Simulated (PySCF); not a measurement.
## Radial density of Ag²⁺ (silver, charge +2)

UHF, [Kr] 4d8 5s1, 5s spin antiparallel (an excited configuration). All numbers are calculated (PySCF 2.14, a scalar-relativistic core potential, in aug-cc-pVTZ-PP with one added diffuse shell each of s, p, d, f, g type with ECP28MDF (7s7p6d4f3g, 113 functions)). This is the valence pseudo-density: the core potential removes the inner electrons and smooths the orbitals near the nucleus.

```csv
r (bohr),4πr²ρ (e/bohr),4πr²(ρα − ρβ)
0.0180,1.440e-05,0.0000
0.0304,3.611e-05,0.0000
0.0511,8.519e-05,0.0000
0.0859,0.0003434,0.0000
0.144,0.003619,0.0006
0.243,0.05782,0.0092
0.409,1.370,0.1384
0.687,13.75,1.1152
1.16,13.98,1.8386
1.94,2.722,-0.0642
3.27,0.3459,-0.2621
5.50,0.008444,-0.0083
```

Energies and moments cover only the electrons outside the core potential. With the s spin flipped the determinant is a mixture of two multiplicities, not a spectroscopic state.
